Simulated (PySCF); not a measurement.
Computed vibrations of [TlCl2]−

[TlCl2]− (singlet). PySCF 2.14.0, RKS PBE, Tl def2-SVP with ECP60, Cl def2-SVP; non-relativistic Hamiltonian with scalar-relativistic core potentials where named; density fitting; no spin-orbit coupling. Central differences of gradients.

```xyz
3

Tl   -0.4303    0.0000    0.0000
Cl    1.2610    0.0000    2.0785
Cl    1.2610    0.0000   -2.0785
```

Run from Python with OMP_NUM_THREADS=2. Where DIIS fails, smearing, a level shift and second-order steps follow.
It took 6.7 s on 2 threads of Arm Neoverse V1, with other jobs on the host.

What are the harmonic wavenumbers and infrared intensities?

Modes are labelled in C2v; negative numbers are unstable modes, those under 60 cm⁻¹ near the noise; a finer grid moves soft modes by up to 10 cm⁻¹.
```csv
cm⁻¹,km/mol,symmetry
73,2.6,a1
213,72.7,b2
228,41.7,a1
```

Is this a minimum?

Yes. Ideal gas at 298.15 K and 1 bar: S = 325.0 J/(mol K), Cp = 56.6 J/(mol K), H − H(0 K) = 14.8 kJ/mol (rigid rotor, harmonic modes, spin degeneracy alone).
